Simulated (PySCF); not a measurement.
**Bond curve of RbO**

Set-up: PySCF, spin-free X2C with a Gaussian nucleus, basis sets Rb x2c-TZVPall, O x2c-TZVPall. Energies in eV from Rb + O in their ground configurations at the same level. State: ²Σ⁺ (doublet), unpaired electrons σ ↑.

All columns are PBE0. A positive dipole means Rb(−)O(+).

| R (Å) | E (eV) | μ (D) | Mulliken charge on Rb (basis-dependent) | HOMO (eV) | LUMO (eV) | Mayer bond order | ⟨S²⟩ |
| --- | --- | --- | --- | --- | --- | --- | --- |
| 1.924 | -2.251 | -6.18 | 0.61 | -5.76 | -0.98 | 0.84 | 0.75 |
| 2.013 | -2.547 | -6.73 | 0.64 | -5.49 | -1.00 | 0.75 | 0.75 |
| 2.103 | -2.712 | -7.27 | 0.66 | -5.24 | -1.05 | 0.68 | 0.75 |
| 2.170 | -2.771 | -7.67 | 0.68 | -5.07 | -1.09 | 0.64 | 0.75 |
| 2.237 | -2.787 | -8.06 | 0.69 | -4.91 | -1.13 | 0.61 | 0.75 |
| 2.304 | -2.769 | -8.44 | 0.70 | -4.75 | -1.18 | 0.58 | 0.75 |
| 2.394 | -2.706 | -8.95 | 0.71 | -4.56 | -1.25 | 0.55 | 0.76 |
| 2.505 | -2.585 | -9.56 | 0.73 | -4.33 | -1.33 | 0.53 | 0.76 |
| 2.640 | -2.404 | -10.28 | 0.74 | -4.08 | -1.43 | 0.51 | 0.76 |
| 2.819 | -2.135 | -11.21 | 0.74 | -3.77 | -1.56 | 0.49 | 0.76 |

A fit through these points gives, at Re = 2.232 Å, μ = -8.03 D and dμ/dR = -5.79 D/Å; the reduced mass is 13.46 u.

How strong is the fundamental in the double-harmonic approximation, I = 42.26·(dμ/dR)²/μred km/mol?

I = 42.26·(-5.79)²/13.46 = 105 km/mol at PBE0.

Spin–orbit coupling is left out. The state was picked by a PBE0 search and need not be the measured ground state.
